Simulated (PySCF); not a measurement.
SMILES [Ga]([NH2])([OH])[OH] (H4GaNO2) (PBE0/def2-SVP optimised geometry):

```
8

Ga    -0.078     0.047     0.000
O      1.706     0.047     0.000
H      2.109    -0.825    -0.042
O     -0.865     1.641     0.000
H     -0.232     2.365    -0.010
N     -1.106    -1.434    -0.065
H     -2.109    -1.372     0.060
H     -0.760    -2.365     0.123
```

Computed with PBE0/def2-TZVP (PySCF).

What are the frontier orbital energies and the dipole moment?

HOMO-2 -9.26 eV, HOMO-1 -8.59 eV, HOMO -7.51 eV, LUMO -0.46 eV, LUMO+1 0.77 eV; dipole moment 2.17 D.

On the same geometry PySCF with PBE/def2-TZVP gives HOMO-2 -7.57 eV, HOMO-1 -6.86 eV, HOMO -6.03 eV, LUMO -1.37 eV, LUMO+1 -0.04 eV; dipole moment 2.08 D.

Meta-Löwdin charges at PBE0/def2-TZVP: Ga1 1.00, O2 -0.74, H3 0.34, O4 -0.73, H5 0.34, N6 -0.70, H7 0.25, H8 0.24.
